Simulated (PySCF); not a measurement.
Ge(F)2(Br)(Vi), C₂H₃BrF₂Ge, SMILES [CH]([Ge]([F])([F])[Br])=C (PBE0/def2-SVP optimised geometry):

```
9

C     -0.351    -2.215    -2.444
C     -1.245    -1.745    -1.571
Ge    -0.648    -0.836     0.000
F      1.079    -0.836     0.000
F     -1.079     0.836     0.000
Br    -1.366    -1.698     1.978
H      0.726    -2.095    -2.291
H     -0.665    -2.741    -3.353
H     -2.321    -1.874    -1.724
```

Method: PBE0/def2-TZVP in PySCF.

### Question
What are the frontier orbital energies and the dipole moment?

### Answer
HOMO-2 -9.24 eV, HOMO-1 -9.07 eV, HOMO -8.86 eV, LUMO -1.48 eV, LUMO+1 -0.77 eV; dipole moment 3.35 D.

On the same geometry PBE/def2-TZVP (PySCF 2.14.0) gives HOMO-2 -7.99 eV, HOMO-1 -7.71 eV, HOMO -7.58 eV, LUMO -2.45 eV, LUMO+1 -1.81 eV; dipole moment 3.21 D.

Meta-Löwdin charges at PBE0/def2-TZVP: C1 -0.19, C2 -0.35, Ge3 1.33, F4 -0.50, F5 -0.49, Br6 -0.23, H7 0.14, H8 0.14, H9 0.15.
